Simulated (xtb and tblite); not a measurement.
Internal rotation in SMILES O=Cc1cccc(S)c1 (C7H6OS), singlet. Scanned: dihedral O1–C2–C3–C4 and dihedral C6–C7–S8–H14; all other coordinates were relaxed at GFN2-xTB. Points at φ and −φ are mirror images.

Atom numbering (GFN2-xTB optimised geometry, Å):
```
15

O      2.9577     1.2232    -0.1524
C      2.4452     0.1493     0.0312
C      0.9995    -0.1100     0.0437
C      0.5066    -1.3950     0.2647
C     -0.8594    -1.6139     0.2716
C     -1.7363    -0.5653     0.0607
C     -1.2482     0.7208    -0.1603
S     -2.4086     2.0245    -0.4238
C      0.1175     0.9481    -0.1690
H      3.0599    -0.7552     0.2110
H      1.1936    -2.2117     0.4291
H     -1.2485    -2.6062     0.4419
H     -2.8028    -0.7319     0.0654
H     -1.5043     2.9899    -0.5762
H      0.5279     1.9334    -0.3376
```

Level of theory: GFN2-xTB in xtb and tblite.

Energy in kJ/mol above the lowest grid point; x is the dihedral O1–C2–C3–C4 (°), y the dihedral C6–C7–S8–H14 (°).

```
y \ x  -150  -120   -90   -60   -30     0    30    60    90   120   150   180
-----  ----  ----  ----  ----  ----  ----  ----  ----  ----  ----  ----  ----
180     4.6  16.3  24.0  17.5   6.4   1.7   6.4  17.5  24.0  16.3   4.6   0.0
150     8.3  19.6  27.2  20.9   9.9   5.3  10.1  21.3  28.0  20.7   9.0   4.1
120    16.3  27.1  34.3  27.9  17.0  12.5  17.3  28.6  35.4  28.5  17.2  12.4
90     20.8  31.3  38.0  31.3  20.4  16.0  20.8  32.1  39.0  32.4  21.5  16.9
60     17.1  27.7  34.2  27.4  16.4  11.9  16.7  28.0  34.9  28.3  17.5  13.1
30     10.1  20.7  27.3  20.6   9.5   4.9   9.7  20.8  27.7  21.1  10.3   6.0
0       6.9  17.6  24.2  17.5   6.3   1.7   6.3  17.5  24.2  17.6   6.9   2.6
-30    10.3  21.1  27.7  20.8   9.7   4.9   9.5  20.6  27.3  20.7  10.1   6.0
-60    17.5  28.3  34.9  28.0  16.7  11.9  16.4  27.4  34.2  27.7  17.1  13.1
-90    21.5  32.4  39.0  32.1  20.8  16.0  20.4  31.3  38.0  31.3  20.8  16.9
-120   17.2  28.5  35.4  28.6  17.3  12.5  17.0  27.9  34.3  27.1  16.3  12.4
-150    9.0  20.7  28.0  21.3  10.1   5.3   9.9  20.9  27.2  19.6   8.3   4.1
```

Points that lie below all their neighbours on the grid: x = 180, y = 180 (0.0 kJ/mol); x = 0, y = 0 (1.7 kJ/mol); x = 0, y = 180 (1.7 kJ/mol); x = 180, y = 0 (2.6 kJ/mol). The lowest path on the grid from the first to the second passes x = -90, y = 180 at 24.0 kJ/mol.
